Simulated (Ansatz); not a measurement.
One change: `C[B](F)[SbH][Cl]` becomes `CB(O)F`.

Ansatz, PBE0-D4/def2-TZVP geometries, multiplicity 1. Each molecule was computed in one conformer, which needn't be the lowest.

Elements past krypton have def2 core potentials.

| property | `C[B](F)[SbH][Cl]` |
| --- | --- |
| LUMO energy (B3LYP/def2-TZVPP) / eV | -1.79 |
| HOMO–LUMO gap (PBE/def2-TZVPP) / eV | 3.60 |
| LUMO energy (PBE/def2-TZVPP) / eV | -2.37 |
| HOMO energy (ωB97M-V/def2-TZVPP) / eV | -9.12 |
| HOMO–LUMO gap (B3LYP/def2-TZVPP) / eV | 5.10 |
| ideal-gas entropy at 298 K and 1 bar (rigid rotor, harmonic PBE0-D4/def2-TZVP) / J/(mol·K) | 389 |

Q: What does the change do to each property? (Estimate.)

A: The calculation gave: 
| property | `CB(O)F` | shift |
| --- | --- | --- |
| LUMO energy (B3LYP/def2-TZVPP) / eV | 0.37 | 2.16 |
| HOMO–LUMO gap (PBE/def2-TZVPP) / eV | 8.21 | 4.61 |
| LUMO energy (PBE/def2-TZVPP) / eV | -0.05 | 2.32 |
| HOMO energy (ωB97M-V/def2-TZVPP) / eV | -12.27 | -3.15 |
| HOMO–LUMO gap (B3LYP/def2-TZVPP) / eV | 10.04 | 4.94 |
| ideal-gas entropy at 298 K and 1 bar (rigid rotor, harmonic PBE0-D4/def2-TZVP) / J/(mol·K) | 295 | -94 |

With PBE0 the HOMO falls by 2.81 eV and the LUMO rises by 2.34 eV, so the gap widens by about 5.15 eV. PBE moves the HOMO by -2.29 eV and ωB97M-V by -3.15 eV. The zero-point energy changes by 20.2 kJ/mol with -3 modes. Modes under 60 cm⁻¹, often nearly free rotors, make the harmonic entropy too high.

B3LYP here is the variant with VWN-RPA as its local correlation; programs differ in this.

Spin–orbit coupling is left out; it splits and shifts lone-pair levels of the heavy atoms by tenths of an eV.
